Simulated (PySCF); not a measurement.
Isomers of C5H4F4O2. Level of theory: TDDFT wB97X-D/def2-SVPD, vertical, gas phase, core orbitals frozen in the response in PySCF. Geometries: PBE0-D3(BJ)/def2-SVP; one conformer of each isolated species. Triplets are in the Tamm–Dancoff approximation.

A. `FC1=C(OC(F)F)OC[C@H]1F`
B. `FC(F)OC1(OC(F)F)C=C1`
C. `F/C=C/O/C=C(\F)OC(F)F`
D. `O=C1O[C@@H](F)[C@@H]1CC(F)(F)F`

Lowest singlet levels (six at most, fewer where fewer were computed) with oscillator strengths:

1. 6.51 eV (f 0.004); 7.50 eV (f 0.059); 7.73 eV (f 0.000); 8.39 eV (f 0.050); 9.07 eV (f 0.033); 9.36 eV (f 0.011); T1 4.94 eV
2. 6.13 eV (f 0.016); 6.37 eV (f 0.665); 6.63 eV (f 0.118); 6.86 eV (f 0.027); 7.18 eV (f 0.008); 7.49 eV (f 0.002); T1 4.05 eV
3. 5.95 eV (f 0.001); 8.24 eV (f 0.054); 8.66 eV (f 0.042); 8.72 eV (f 0.075); 9.21 eV (f 0.014); 9.41 eV (f 0.002); T1 5.47 eV
4. 6.52 eV (f 0.259); 6.74 eV (f 0.022); 6.99 eV (f 0.005); 7.68 eV (f 0.020); 8.24 eV (f 0.001); 8.45 eV (f 0.025); T1 4.28 eV

Question: Match each spectrum to its molecule.

Answer: 1 = B, 2 = C, 3 = D, 4 = A.
- A: S1 at 6.52 eV, HOMO→LUMO (90%); Löwdin shares by element: HOMO carbon 51% or more, oxygen 18% or more, fluorine 13% or more (atoms not listed hold the other 18%); LUMO carbon 52% or more, fluorine 8% or more (atoms not listed hold the other 40%); HOMO -8.89 and LUMO 1.80 eV.
- B: S1 at 6.51 eV, HOMO→LUMO (56%), HOMO-1→LUMO (40%); Löwdin shares by element: HOMO carbon 42% or more, oxygen 37% (atoms not listed hold the other 21%); LUMO carbon 76% or more, hydrogen 14% or more; HOMO -10.75 and LUMO 0.97 eV.
- C: S1 at 6.13 eV, HOMO→LUMO+1 (56%), HOMO→LUMO+2 (12%), HOMO→LUMO+3 (11%); Löwdin shares by element: HOMO carbon 45% or more, oxygen 22% or more (atoms not listed hold the other 33%); LUMO carbon 72% or more (atoms not listed hold the other 28%); HOMO -8.41 and LUMO 1.82 eV.
- D: S1 at 5.95 eV, HOMO→LUMO (94%); S1 has the pattern of n→π* at C=O; HOMO -10.87 and LUMO 1.14 eV.
A and B have S1 within 0.02 eV of each other; their strongest listed levels stand at 6.52 eV (f 0.259) and 7.50 eV (f 0.059).
